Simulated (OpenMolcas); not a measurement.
Cr2+ among 6 point charges of -2 e arranged as an octahedron (Oh).

```json
{"Program": "OpenMolcas 26.06", "Method": "SS-CASPT2, IPEA 0.25 Eh, imaginary shift 0.1 Eh (closed shells correlated: 3s 3p)", "Basis": "ANO-RCC-VDZP [5s4p2d1f]", "Scalar Hamiltonian": "DKH2, point nucleus", "Active space": "4 electrons in 5 orbitals (3d)", "State averaging": "2S+1 = 5 even, 5 roots; 2S+1 = 3 even, 45 roots; 2S+1 = 1 even, 50 roots", "Spin-orbit coupling": "state interaction with AMFI integrals over the reference wave functions"}
```

All point charges move together. At R = 1.63 Å the first state of the same spin is 20090 cm-1, and at R = 1.94 Å it is 9880 cm-1.

Task: A third run gives 13740 cm-1. What distance was it run at?

Result: With a power law R^-n the two known points give n = -ln(9880 / 20090) / ln(1.94 / 1.63) = 4.08. Then R = 1.63 × (20090 / 13740)^(1/4.08) = 1.789 Å. The run was at 1.79 Å, so the estimate is off by -0.001 Å.

Roots that are degenerate in the reference are averaged as groups; the widest CASPT2 spread within a group is 650 cm-1 (the 3-fold group of multiplicity 1 near 75800 cm-1 above the lowest state of its run, R = 1.79). Shifts and gaps below about the spread of the groups concerned are not significant. An orbital doublet at a regular site is open to a Jahn-Teller distortion, which this geometry leaves out. Free-ion shares, where given, are those of the reference states; single-state CASPT2 does not remix them. Spin-orbit coupling mixes the spin-free states strongly: the lowest level takes only 60 % from its leading state, 3T1, which lies 40 cm-1 above the lowest spin-free state (holds for R = 1.63). This shell can be high or low spin here, a state of another spin lies low, and with metal d orbitals alone active their balance is uncertain, so the ground spin may be wrong (holds for R = 1.63; R = 1.79). Point charges carry no covalency, so the field is a model and not that of real ligands. No measured value stands beside these numbers.
